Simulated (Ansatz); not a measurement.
Saddle point of SiNH8OF, singlet (SiNH₅ ([NH2][SiH3]) + H₂O + HF → SiH₄O ([OH][SiH3]) + NH₃ + HF; bonds formed: Si1–O7, N2–H8, H6–F9; bonds broken: Si1–N2, H6–O7, H8–F9), PBE0-D4/def2-TZVP structure:

Si1  (-1.118, 0.262, 0.061)
N2  (0.124, -1.122, 0.268)
H3  (-1.508, 0.659, -1.318)
H4  (-2.275, -0.683, 0.341)
H5  (-1.217, 1.142, 1.244)
H6  (1.456, 0.885, -0.117)
O7  (0.540, 1.385, -0.366)
H8  (1.196, -0.754, 0.309)
F9  (2.306, -0.042, 0.247)
H10  (0.031, -1.779, -0.502)
H11  (-0.112, -1.641, 1.109)
H12  (0.575, 1.687, -1.276)
(Å)

Energies are electronic, without zero-point energy. Barriers and step energies count from the start structure reached by relaxing down the imaginary mode; all methods use the PBE0-D4 structures, on which another method's saddle can fall below an end. Ansatz 0.2.0; basis: def2-TZVPP, with def2-QZVPP for the basis limit; cores frozen in the correlated methods. B3LYP uses VWN-RPA correlation. Extrapolation: Hartree–Fock as exp(−7.88 √X), correlation as X^−2.97.

```
      method  barrier (kJ/mol)  step energy (kJ/mol)
       SPW92              -3.0                 -35.8
      PBE-D4              30.4                 -27.4
     BLYP-D4              44.0                 -23.5
   r2SCAN-D4              37.2                 -30.4
      B97M-V                 ?                 -35.1
     PBE0-D4                 ?                 -29.4
    B3LYP-D4              49.2                 -25.6
  r2SCAN0-D4              43.9                 -31.4
    BHLYP-D4              59.5                 -28.4
CAM-B3LYP-D4                 ?                 -27.2
     wB97X-V              48.3                 -28.5
     wB97M-V              48.4                 -30.2
      B2PLYP              51.7                 -27.3
    PBE-QIDH              45.7                 -31.9
  RPA on PBE              52.8                 -29.4
          HF              98.3                 -23.5
         MP2              50.1                 -30.1
        CCSD              61.1                 -29.1
     CCSD(T)              54.1                 -29.9
```

**Question.** Fill in the withheld barriers. (An estimate is asked for; the value comes from the calculation.)

**Answer.** The calculation gives: CAM-B3LYP-D4 45.9; B97M-V 51.9; PBE0-D4 39.6 kJ/mol. Each is the energy of the saddle less that of the start structure, by the same method.

For comparison, the barrier by CCSD(T) at an estimated basis limit (MP2 extrapolated from triple and quadruple zeta, plus CCSD(T) − MP2 in triple zeta) is 53.4 kJ/mol.

No T1 diagnostic of these runs exceeds 0.011.

Labels in which every atom is bracketed show which atoms are joined, not bond orders.

For scale, one of the runs: CCSD(T)/def2-TZVPP, 247 basis functions (an equivalent command: `ansatz run in.yaml --threads 4`). The run took 36 s on 4 CPU threads (shared host), with 5.6 GiB of host memory at its peak.
